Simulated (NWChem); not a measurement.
Molecule: GeBr$_{2}$, singlet; SMILES [Br][Ge][Br]

All runs: NWChem. Pople sets run with spherical d functions. Medium grid unless said otherwise, to which SCAN and Minnesota functionals are sensitive. Low-valent species are run as closed-shell singlets; no triplet was tried in these runs. All runs use the structure optimised with PBE0/def2-SVP. Total energies of different functionals are on different scales.

```tsv
level	energy (Ha)	highest occupied level (eV)	orbital gap (eV)	dipole (D)
B3LYP/6-31G*	-7224.6069	-7.61	4.15	1.92
PBE/6-31G*	-7223.4286	-6.76	2.81	1.68
r2SCAN/6-31G*	-7224.4473	-7.06	3.08	1.76
KT2/6-31G*	-7252.5758	-6.83	2.80	1.68
PW91/6-31G*	-7224.9540	-6.81	2.80	1.67
LRC-wPBEh/6-31G*	-7223.6367	-9.59	7.90	2.00
LC-BLYP (range parameter 0.33 per bohr)/6-31G*	-7223.5303	-9.92	8.47	2.06
BP86/6-31G*	-7225.3288	-6.88	2.80	1.71
```
